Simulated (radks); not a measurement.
Q: The mean radii <r> (bohr) of the occupied orbitals of an atom or ion are listed with their occupations. Method: Dirac Kohn-Sham, relativistic LDA (MacDonald-Vosko exchange, VWN5 correlation), spin-unpolarised, spherical densities, finite nucleus; Fermi nuclear charge, rms radius of each element as measured or else 0.836 A^(1/3) + 0.57 fm; computed with a radial shooting solver on a logarithmic mesh with Libxc functionals.

| orbital | occ. | <r> |
|---|---|---|
| 1s1/2 | 2 | 0.01907 |
| 2s1/2 | 2 | 0.08008 |
| 2p1/2 | 2 | 0.06634 |
| 2p3/2 | 4 | 0.07403 |
| 3s1/2 | 2 | 0.2088 |
| 3p1/2 | 2 | 0.1985 |
| 3p3/2 | 4 | 0.2128 |
| 3d3/2 | 4 | 0.1865 |
| 3d5/2 | 6 | 0.1909 |
| 4s1/2 | 2 | 0.4627 |
| 4p1/2 | 2 | 0.4668 |
| 4p3/2 | 4 | 0.4965 |
| 4d3/2 | 4 | 0.5069 |
| 4d5/2 | 6 | 0.5163 |
| 4f5/2 | 6 | 0.5360 |
| 4f7/2 | 3 | 0.5405 |

Name the element and its charge. Open shells, if any, fill j = l - 1/2 first.

A: Z = 72, hafnium, charge +17: Hf17+ in [Kr] 4d10 4f9. The 1s radius gives Z: for a bare nucleus <r> = (2 gamma + 1)/(2Z) with gamma = sqrt(1 - (Z/c)^2), 0.01876 bohr for Z = 72, and screening makes it slightly larger (0.01907 here). The occupations add up to 55, and the charge is Z minus that.
